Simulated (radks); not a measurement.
The numbers below are computed, except where a source is named.
Species: Ce30+. Configuration: [Ar] 3d8 4s2 (not the ground configuration). Level of theory: scalar-relativistic Kohn-Sham, PBE, spin-polarised, spherical densities, point nucleus; open shells are filled with parallel spins first (spin-orbit coupling, left out, can overturn this in heavy ions) (a radial shooting solver on a logarithmic mesh with Libxc functionals).

Normalised radial functions P(r) = r R(r), r in bohr:

```
   r/bohr * 4p up (the largest magnitude, 1.59, reaches the edge; | marks zero)
 0.001237                             *
 0.001585                             *
 0.002015                             *
 0.002562                             *
 0.003256                             *
  0.00414                             *
 0.005305                             |*
 0.006744                             |*
 0.008573                             | *
   0.0109                             | *
  0.01397                             |  *
  0.01775                             |    *
  0.02257                             |     *
  0.02869                             |       *
  0.03648                             |         *
  0.04674                             |           *
  0.05942                             |          *
  0.07554                             |        *
  0.09603                             |  *
   0.1231                        *    |
   0.1564                *            |
   0.1989            *                |
   0.2528                 *           |
   0.3214                             | *
   0.4118                             |                 *
   0.5236                             |                          *
   0.6656                             |                      *
   0.8461                             |            *
    1.084                             |   *
    1.378                             |*
    1.752                             *
```

4p up (empty): eigenvalue -1072.9 eV, 2 radial nodes at r = 0.106, 0.313 bohr, <r> = 0.558 bohr, 90 % of the charge inside 0.794 bohr.
